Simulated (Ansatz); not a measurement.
Ligand exchange: C2H4Cl2 + GeH2(CH3)I → CHCl2I + GeH2(CH3)2

Species: C2H4Cl2 (1,1-dichloroethane) `CC(Cl)Cl`, singlet; GeH2(CH3)I, singlet; CHCl2I (dichloroiodomethane) `ClC(Cl)I`, singlet; GeH2(CH3)2, singlet. The partners trade CH3 for I: C–CH3 and Ge–I bonds give way to C–I and Ge–CH3.

Shapes, held fixed at every level: PBE0-D4/def2-TZVP. Programs: Ansatz 0.2.0. The zero-point and thermal change to 298 K, harmonic and unscaled (PBE0-D4/def2-TZVP), is -6.6 kJ/mol.

```
                level                    kind  ΔH(298 K) (kJ/mol)  less CCSD(T)/def2-TZVPP
          HF/def2-SVP            Hartree–Fock              +185.8                    +48.1
    PBE-D4/def2-TZVPP                     GGA              +133.3                     -4.4
 r2SCAN-D4/def2-TZVPP                meta-GGA              +143.6                     +5.9
r2SCAN0-D4/def2-TZVPP           global hybrid              +152.0                    +14.3
   wB97M-V/def2-TZVPP  range-separated hybrid              +144.4                     +6.7
         MP2/def2-SVP     perturbation theory              +160.6                    +22.9
      CCSD/def2-TZVPP   coupled cluster or CI              +142.5                     +4.8
   CCSD(T)/def2-TZVPP   coupled cluster or CI              +137.7                      0.0
```

The highest level, CCSD(T)/def2-TZVPP, gives ΔH(298 K) = +137.7 kJ/mol; the levels span +133.3 to +185.8. The column of differences is taken from that level and isn't an error. No measured value is set beside it here. For atoms past krypton def2 sets carry core potentials with scalar relativity. Relativity is left out for Ge. Outer-core shells of Ge, I are correlated in most correlated rows, in sets that cover them unevenly.
